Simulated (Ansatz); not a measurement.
Species: LuCl₃, charge 0, multiplicity 3. The spin state was set by rule; other spins were not relaxed. 
Structure (B3LYP-D3(BJ)/def2-TZVP (Ansatz, an electronic-structure program) minimum search):
```
Lu
Cl 1 2.4016
Cl 1 2.5941 2 148.87
Cl 1 2.5941 2 148.87 3 -180.00
```
Charge 0, spin multiplicity 3.

Total electronic energies in hartree. Correlated levels leave the core frozen unless marked. Open shells are spin-unrestricted. No spin-orbit coupling. Frozen are the shells of the preceding noble gas and the d and f shells that filled before the atom's block. In def2 rows, elements after Kr have scalar-relativistic effective core potentials. 

```csv
level,program,energy (Eh)
PBE-D3(BJ)/def2-TZVP,Ansatz + dftd3,-2616.78052
PBE-D4/def2-TZVP,Ansatz + dftd4,-2616.78012
BLYP-D4/def2-TZVP,Ansatz + dftd4,-2617.14748
r2SCAN-D3(BJ)/def2-TZVP,Ansatz + dftd3,-2616.31585
BHLYP-D3(BJ)/def2-TZVP,Ansatz + dftd3,-2616.21512
r2SCAN0-D4/def2-TZVP,Ansatz + dftd4,-2616.14666
CAM-B3LYP/def2-TZVP,Ansatz,[?]
LC-wPBE-D3(BJ)/def2-TZVP,Ansatz + dftd3,[?]
wB97M-V/def2-TZVP,Ansatz,-2616.12750
B2PLYP-D4/def2-TZVP,Ansatz + dftd4,-2615.21999
B2PLYP/def2-TZVP,Ansatz,-2615.21734
RPA@PBE/def2-TZVPP,Ansatz,-2612.06115
MP2/def2-TZVPP,Ansatz,[?]
CCSD(T)/def2-SVP,Ansatz,-2611.10761
```

Problem. Some entries are withheld; supply them.

Solution. 
- CAM-B3LYP/def2-TZVP, energy (Eh): -2616.98433
- LC-wPBE-D3(BJ)/def2-TZVP, energy (Eh): -2616.93457
- MP2/def2-TZVPP, energy (Eh): -2611.73476
